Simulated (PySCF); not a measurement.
**Static response to an electric field**

Compound: C8H9B.
SMILES with atom numbers: `[BH2:1][c:2]1[cH:3][cH:4][c:5]([CH:6]=[CH2:7])[cH:8][cH:9]1` (hydrogens: H10, H11 on B1; H12 on C3; H13 on C4; H14 on C6; H15, H16 on C7; H17 on C8; H18 on C9)

Geometry (PBE0-D3(BJ)/def2-SVP, Å), atoms numbered from 1 in this order:
```
atom  x, y, z in Å
B1    -3.1421    0.0836   -0.0020
C2    -1.6201   -0.0916    0.1255
C3    -0.8894   -0.8584   -0.8038
C4     0.4850   -1.0155   -0.6890
C5     1.1949   -0.4155    0.3651
C6     2.6452   -0.6183    0.4445
C7     3.4682   -0.1778    1.4042
C8     0.4775    0.3555    1.2986
C9    -0.8938    0.5090    1.1777
H10   -3.7434   -0.4402   -0.9127
H11   -3.7502    0.7480    0.8069
H12   -1.4204   -1.3359   -1.6316
H13    1.0315   -1.6147   -1.4222
H14    3.0733   -1.1996   -0.3798
H15    3.1155    0.4027    2.2608
H16    4.5386   -0.3908    1.3635
H17    1.0044    0.8396    2.1235
H18   -1.4333    1.1122    1.9130
```

Level: CAM-B3LYP/def2-SVPD (PySCF), static field, nuclei fixed, core orbitals frozen in the response. The polarisability tensor in these axes (au):

```
x   179.40  -7.05  20.75
y    -7.05  77.86  20.26
z    20.75  20.26  98.59
```

**Question.** Diagonalise the tensor; give its mean and Δα, where Δα² is half the sum of the squared differences of the eigenvalues.

**Answer.** Principal values 62.95, 108.44 and 184.46 au; mean 118.62 au = 17.58 Å³ = 19.56 × 10⁻⁴⁰ C²·m²/J; Δα = 106.34 au (90 % of the mean).

**Question.** What is the dipole moment, and where does it point?

**Answer.** (1.90, -0.20, 0.20) D, 1.92 D in size, pointing from the negative to the positive side. Measured along this direction, the outermost atoms are H10 and H11 at the negative end and H16 at the positive end.

**Question.** Find the Langevin capture rate constant for O2+ (31.990 u) meeting this molecule (116.080 u), k = 2.342 × 10⁻⁹ cm³/s × √(α in Å³ / reduced mass in u).

**Answer.** The reduced mass is 25.08 u, so k = 1.96 × 10⁻⁹ cm³/s. The formula leaves out the permanent dipole, which adds to the capture rate.

**Question.** Along which axes do the principal values lie, and how far do the nuclei extend along each?

**Answer.** Largest value along (0.97, -0.02, 0.23), where the nuclei span 8.58 Å; middle along (-0.18, 0.57, 0.80), 4.67 Å; least along (0.15, 0.82, -0.55), 0.14 Å. The response follows the extents in order.

**Question.** What molar refraction does this α imply?

**Answer.** Lorentz–Lorenz: R = (4π/3)N_A α = 2.5225 cm³/(mol·Å³) × 17.58 Å³ = 44.3 cm³/mol, in the limit of long wavelengths.

The structure is a single PBE0-D3(BJ)/def2-SVP conformer in the gas phase; no vibrational or solvent corrections.

The run behind these numbers computed excited states as well. Time: 2.0 min wall; peak memory 1.3 GiB. Hardware: Arm Neoverse N1, one thread (shared host).
